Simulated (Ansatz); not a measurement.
`C[NH][Ge]([Cl])([Cl])[Cl]`, charge 0, multiplicity 1.

(1) Give a relaxed structure at PBE0-D4/def2-TZVP (the Gaussian-basis code of Ansatz). (Best estimate.)

Answers

(1) Computed: 
Cartesian coordinates in Å:
```
C 0.687 -0.837 1.000
N -0.410 -0.651 0.062
Ge -0.469 0.822 -0.970
Cl -0.381 2.672 0.107
Cl -2.286 0.778 -2.068
Cl 1.202 0.817 -2.284
H 0.697 -1.874 1.343
H 0.639 -0.180 1.876
H 1.635 -0.656 0.490
H -1.314 -0.892 0.444
```
This is one stationary point; other conformers may exist.
